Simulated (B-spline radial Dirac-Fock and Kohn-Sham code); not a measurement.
Elastic and transport cross sections of titanium for electrons

Level of theory: relativistic (Dirac) partial waves in the static field of the Dirac-Fock atom with Furness-McCarthy exchange, without polarisation or absorption potentials; a B-spline atomic structure program. σ_tr1 and σ_tr2 weight the cross section with 1 − P₁ and 1 − P₂ of cos θ; "backward" is the share scattered beyond 90°.

```tsv
energy (eV)	σ (a₀²)	σ_tr1 (a₀²)	σ_tr2 (a₀²)	σ/σ_tr1	backward (%)
316	14.4	3.85	3.57	3.73	11
340	13.8	3.54	3.37	3.90	10
341	13.8	3.53	3.36	3.90	10
347	13.6	3.46	3.32	3.94	10
475	11.4	2.37	2.57	4.83	8.1
500	11.1	2.22	2.46	5.01	7.8
514	10.9	2.14	2.41	5.11	7.7
570	?	?	?	?	?
571	10.3	1.87	2.19	5.50	7.0
1000	7.43	0.880	1.26	8.44	4.1
1230	6.54	0.656	1.00	9.97	3.3
1280	6.38	0.620	0.960	10.3	3.2
1330	6.23	0.586	0.918	10.6	3.0
1500	5.78	0.492	0.798	11.7	2.6
```

Question: Fill in the row for 570 eV.

Answer: σ = 10.3 a₀², σ_tr1 = 1.88 a₀², σ_tr2 = 2.20 a₀², σ/σ_tr1 = 5.50, backward 7.0 %. The ratio σ/σ_tr1 is roughly the number of elastic collisions that randomise the direction.

Values without a named source are computed, but for edge energies of neutral atoms, which are taken from tables.
